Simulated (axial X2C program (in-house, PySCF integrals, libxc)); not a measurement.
## TeN at several levels of theory

Calculated with an in-house all-electron X2C program for linear molecules (integrals from PySCF). Spin-free means the one-electron spin-free X2C Hamiltonian; two-component (2c) means X2C with spin–orbit coupling and atomic mean-field two-electron Coulomb and Gaunt terms, so the difference of the two also holds small scalar two-electron terms. Basis: Te dyall-cv3z [11s12p8d4f1g], N dyall-av3z [7s7p3d2f] (cores contracted in-house); Gaussian nuclei, density fitting, unrestricted open shells. Masses: Te 129.906 u, N 14.003 u.

The run was started with this input:
```json
{"zs": [52, 7], "q": 0, "bas": ["dyall-cv3z", "dyall-av3z"], "levels": ["PBE0", "HF", "B3LYP"], "cc": true, "r0": 1.88, "thr": -1.0, "nmax": 90, "npts": 10, "nst": 2, "ntry": 6}
```
```bash
python so2c.py task.json out
```

Keys: zs atomic numbers; q charge; bas basis sets; levels methods; cc coupled cluster on or off; r0 starting distance in Å; thr threshold in hartree for freezing inner shells (an s shell follows its p shell); nmax most natural virtual spinors; npts points on the curve; nst determinants followed; ntry starts of the search. HF also brings MP2.

State, spin-free: M_S = 1/2, Λ = 1 (beyond evenly filled blocks: π+α); electrons by block: σα: 13, σβ: 13, π+α: 7, π+β: 6, π-α: 6, π-β: 6, δ+α: 2, δ+β: 2, δ-α: 2, δ-β: 2. Fragments: Te + N.

State, 2c: Ω = 1/2 (⟨Sz⟩ = -0.50, ⟨Lz⟩ = 1.00 at HF); electrons by block: 1/2: 20, -1/2: 19, 3/2: 8, -3/2: 8, 5/2: 2, -5/2: 2. Fragments: Te + N.

```tsv
Hamiltonian	level	Re (Å)	ωe (cm⁻¹)	De (eV)	μ (D)
spin-free	PBE0	1.848	775.5	2.72	-2.65
spin-free	CCSD	1.861	754.6	2.10	n/a
spin-free	CCSD(T)	1.852	805.7	2.43	n/a
spin-free	B3LYP	1.858	785.1	2.93	-2.75
2c	CCSD	1.872	726.1	1.98	n/a
2c	CCSD(T)	1.862	770.8	2.28	n/a
```

Correlated methods: 11 electrons correlated (number of frozen shells: Te 4 s, 3 p, 2 d; N 1 s), 247 virtual spin orbitals or spinors in MP2, 90 natural virtuals in coupled cluster.

Dipoles are positive if N is the positive end.

The state is one determinant whose occupation by symmetry is held fixed; it was picked as the lowest of a PBE0 search that is not exhaustive. De is counted from the lowest determinant-based energies of the atoms at the same level, without counterpoise correction. Coupled cluster ran in a truncated set of natural virtual spinors; the MP2 energy of the rest was added. (T) has no such correction and the atoms are truncated less, which lowers De at CCSD(T) by a hundredth of an eV or more. Without a current term, density functionals place determinants with orbital angular momentum somewhat too high. The determinant is spin-polarised beyond a pure state at some levels (its spin-free form has ⟨S²⟩ too high), which makes Re and μ there less reliable. The T1 diagnostic is large, a sign of multireference character. With the outer-core shells frozen, correlated bond lengths of heavy atoms tend to come out a few hundredths of an ångström too long.

No reliable constants came from B3LYP (2c), HF (2c), HF (spin-free), MP2 (2c), MP2 (spin-free), PBE0 (2c): no minimum in range, unconverged points, a curve that is not smooth, a change of character along it, or the two Hamiltonians disagreeing along it.

Rough cost a point (2c) on 1 thread(s) of a shared host, integrals apart: CCSD(T) 5 s.

The whole task took 2.5 min on 1 thread of AMD EPYC 9B14 (Zen 4) (shared host).
